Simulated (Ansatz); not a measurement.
`O[SiH2][CH2][GeH3]` + `O[SiH3]` → `[SiH3][O][GeH3]` + `C[SiH2]O`  (ligand exchange at a Ge–C bond)

Calculated with Ansatz (gas phase, PBE0-D4/def2-TZVP geometries, no zero-point term in ΔE). CCSD(T)/CBS is the MP2 limit (def2-TZVPP, def2-QZVPP) plus CCSD(T) − MP2 in def2-TZVPP, frozen cores. This one scheme is used for every species. DFT in def2-TZVPP. B3LYP here is the variant with VWN-RPA as its local correlation; programs differ in this. For Ge outer-core shells are correlated without core-valence functions, which leaves a few kJ/mol of doubt a bond. Scalar relativity is left out up to krypton. Each species was taken in one conformer, which may not be the lowest.

| level | ΔE (kJ/mol) | difference from CCSD(T)/CBS |
| --- | --- | --- |
| PBE-D4 | -37.3 | 2.7 |
| r2SCAN-D4 | -44.7 | -4.7 |
| PBE0-D4 | -38.6 | 1.4 |
| B3LYP-D4 | -48.8 | -8.8 |
| ωB97X-V | -46.8 | -6.8 |
| ωB97M-V | -43.7 | -3.7 |
| B2PLYP | -49.7 | -9.7 |
| PBE | -38.8 | 1.2 |
| r2SCAN | -45.1 | -5.1 |
| PBE0 | -39.9 | 0.1 |
| B3LYP | -51.1 | -11.1 |
| HF/def2-TZVPP | -65.1 | -25.1 |
| MP2/def2-TZVPP | -41.8 | -1.8 |
| SCS-MP2/def2-TZVPP | -48.4 | -8.4 |
| CCSD/def2-TZVPP | -45.1 | -5.1 |
| CCSD(T)/def2-TZVPP | -43.0 | -3.0 |
| HF/def2-QZVPP | -67.1 | -27.1 |
| MP2/def2-QZVPP | -40.7 | -0.7 |
| SCS-MP2/def2-QZVPP | -47.6 | -7.6 |
| HF/CBS(def2) | -67.4 | -27.4 |
| MP2/CBS(def2) | -38.7 | 1.3 |
| CCSD/CBS(def2) | -42.0 | -2.0 |
| CCSD(T)/CBS | -40.0 | 0 |

Largest T1 diagnostic among the species: 0.012.

In def2-TZVPP, CCSD(T) changes the Hartree–Fock value by +22.1 kJ/mol (the triples alone add +2.0 kJ/mol) and MP2 by +23.4 kJ/mol.

CCSD(T)/CBS has its own doubt, a few kJ/mol and more with outer-core shells, so smaller differences from it don't rank the levels.
